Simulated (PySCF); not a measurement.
**What builds the second ionisation energy along group 10**

Calculated with PySCF 2.14 from differences of total energies of unrestricted determinants, without spin-orbit coupling. Each column adds one step, in eV (sums use unrounded values): valence MP2, valence CCSD, valence triples, then the next inner shell at CCSD(T) (Ni 3s 3p, Pd 4s 4p, Pt 5s 5p). References (NIST) marked * lie between the lowest fine-structure levels; the others compare directly ((s) semi-empirical, (t) theoretical).

```
                                                       element     UHF  + MP2  + CCSD  + (T)  + inner shell     sum           reference
          Ni [Ar] 3d9 → [Ar] 3d8 (ANO-RCC-VTZP, spin-free X2C)  15.068  3.344  -0.808  0.218          0.273  18.094            18.169 *
          Pd [Kr] 4d9 → [Kr] 4d8 (ANO-RCC-VTZP, spin-free X2C)  17.440  2.005  -0.320  0.116          0.032  19.273  19.43 ± 0.12 (s) *
Pt [Xe] 4f14 5d9 → [Xe] 4f14 5d8 (ANO-RCC-VTZP, spin-free X2C)  16.916  1.777  -0.220  0.125          0.059  18.656      18.56 ± 0.12 *
```

What remains against the references is mostly basis incompleteness and, for starred values, spin-orbit coupling.

These are valence bases, so the inner-shell step is incomplete.
